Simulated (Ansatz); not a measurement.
System: ZnCl, net charge 1, singlet state. 
Coordinates optimised at B3LYP-D3(BJ)/def2-TZVP (Ansatz, a program for electronic structure):
SMILES: [Cl][Zn+]
```xyz
2

Zn     0.0000     0.0000    -0.7498
Cl     0.0000     0.0000     1.3232
```
Charge +1, spin multiplicity 1.

Parts of the frozen-core correlation energy in STO-3G (Ansatz, hartree). Frozen orbitals: 14; correlated occupied orbitals by spin: 9 and 9; virtual: 4 and 4. Spin-orbit coupling is left out. No relativistic terms. The restricted reference is unstable.

```
term                             value
-------------------------  -----------
reference (HF)             -2211.73282
MP2 opposite-spin             -0.04605
MP2 same-spin                 -0.00682
CCSD correlation              -0.11667
(T)                           -0.00584
FCI minus CCSD(T)             -0.00472
T1 diagnostic                    0.022
largest doubles amplitude        0.448
```
